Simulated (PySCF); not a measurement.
Compound: C₂H₁₀OSSi₂.
SMILES with atom numbers: `[CH3:1][O:2][CH2:3][SiH2:4][S:5][SiH3:6]` (hydrogens: H7, H8, H9 on C1; H10, H11 on C3; H12, H13 on Si4; H14, H15, H16 on Si6)

Structure used (PBE0-D3(BJ)/def2-SVP), in Å, numbered top down from 1:
```
atom  x, y, z in Å
C1    -1.517    1.681    0.948
O2    -0.647    0.631    0.646
C3    -1.014   -0.121   -0.479
Si4    0.421   -1.311   -0.798
S5     2.194   -0.188   -1.238
Si6    2.349    1.119    0.475
H7    -2.535    1.312    1.176
H8    -1.123    2.200    1.833
H9    -1.588    2.406    0.114
H10   -1.966   -0.669   -0.315
H11   -1.163    0.523   -1.370
H12    0.151   -2.146   -2.004
H13    0.614   -2.182    0.399
H14    1.999    0.414    1.739
H15    1.555    2.371    0.320
H16    3.795    1.492    0.501
```

Method used: core-valence-separated Tamm–Dancoff BHandHLYP/aug-pcX-1 (pcseg-1 on H, def2-SVPD on Si, def2-SVPD on S) in PySCF, non-relativistic, gas phase, PBE0-D3(BJ)/def2-SVP geometry.

Computed oxygen K-edge spectrum, Gaussian lines of 0.5 eV full width, highest printed point 100; it ends one width below the last computed root. No empirical shift is added; at this level the pattern usually sits a few eV under experiment.

(photon energy (eV), absorption): (532.8, 0), (532.9, 2), (533.0, 5), (533.1, 12), (533.2, 24), (533.3, 37), (533.4, 46), (533.5, 46), (533.6, 37), (533.7, 25), (533.8, 16), (533.9, 15), (534.0, 25), (534.1, 45), (534.2, 70), (534.3, 92), (534.4, 100), (534.5, 91), (534.6, 71), (534.7, 49), (534.8, 34), (534.9, 28)

Assign the maxima to core holes.

2 maxima:
- 533.4 eV: O2 (ether oxygen), 533.45 eV, f = 0.013, 100 % of the height at the exact maximum
- 534.4 eV: O2 (ether oxygen), 534.39 eV, f = 0.024, 85 % of the height at the exact maximum

Further lines of some strength in the range: O2, 534.22 eV, f = 0.004; O2, 534.69 eV, f = 0.004.

Roots within 0.03 eV on the same or equivalent atoms count as one line; shares under 12 % aren't listed.

Vibrational structure and lifetime widths aren't in the curve. The ionisation threshold wasn't computed; near and above it a finite basis only mimics Rydberg series and continuum.

One conformer stands for the species.
